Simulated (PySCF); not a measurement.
**Ir⁺ (iridium, charge +1) across methods**

[Xe] 4f14 5d6 6s1 6p1, one real determinant (an excited configuration). Computed with PySCF 2.14 in x2c-TZVPPall, with the spin-free X2C one-electron Hamiltonian (Gaussian nucleus).

| method | E (hartree) | mean ε 5d β (eV) | mean ε 6s α (eV) | mean ε 6p α (eV) | Σ⟨r²⟩ (bohr²) | ⟨S²⟩ |
| --- | --- | --- | --- | --- | --- | --- |
| UHF | -17823.49887 | -22.718 | -20.168 | -12.835 | 59.11 | 12.004 |
| PBE | -17828.91 | -17.438 | -16.503 | -9.591 | 59.14 | 12.001 |
| LDA | -17817.76 | -17.602 | -16.745 | -9.688 | 59.02 | 12.001 |
| r2SCAN | -17828.98 | -17.793 | -16.943 | -9.798 | 58.72 | 12.002 |
| PBE0 | -17828.69 | -19.038 | -17.564 | -10.492 | 58.91 | 12.001 |
| CAM-B3LYP | -17829.89 | -20.613 | -18.797 | -11.548 | 59.02 | 12.001 |

⟨L²⟩ = 8.04 against 12 for a pure F term, so this real determinant mixes terms. Spin-orbit coupling, absent here, splits the open shell strongly.
